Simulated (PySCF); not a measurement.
**Working with the constants of GeS**

RHF-CCSD(T) constants of GeS, ¹Σ⁺ (singlet), closed shell (Ge def2-SVP, S def2-SVP; no relativity (PySCF 2.14); masses 73.9212 and 31.9721 u):

| Quantity | Value |
| --- | --- |
| ωe | 571.2 cm⁻¹ |
| ωexe | 1.72 cm⁻¹ |
| Be | 0.1826 cm⁻¹ |
| αe | 0.000742 cm⁻¹ |
| D (centrifugal) | 7.46e-08 cm⁻¹ |
| De to Ge + S | 5.17 eV |

Problem. Give the vibrational terms G(v) and spacings up to v = 6.

Solution. G(v) = ωe(v+½) − ωexe(v+½)².

```csv
v,G(v) (cm⁻¹),G(v) − G(v−1),Bv (cm⁻¹)
0,285.2,,0.1822
1,852.9,567.8,0.1815
2,1417.2,564.3,0.1807
3,1978.1,560.9,0.1800
4,2535.6,557.4,0.1793
5,3089.6,554.0,0.1785
6,3640.1,550.6,0.1778
```

Problem. How well does the Morse estimate ωe²/(4ωexe) reproduce De, and what is D0?

Solution. It gives 5.88 eV, 114 % of the computed De. D0 = De − G(0) = 5.17 − 0.04 = 5.13 eV.

Measured values (Huber and Herzberg, Constants of Diatomic Molecules (1979)): ωe = 575.8 cm⁻¹, ωexe = 1.8 cm⁻¹, Be = 0.186565757 cm⁻¹, αe = 0.000749103 cm⁻¹.

Correlated steps freeze 14 core orbitals. Correlated levels converge slowly with the basis: in double zeta they bind strong bonds too weakly, by up to about 1 eV, and carry superposition errors of some tenths. Where the molecule has an RHF reference, its open-shell atoms are computed with UHF. The CCSD T1 diagnostic is raised, a sign that a single reference may not be enough here.
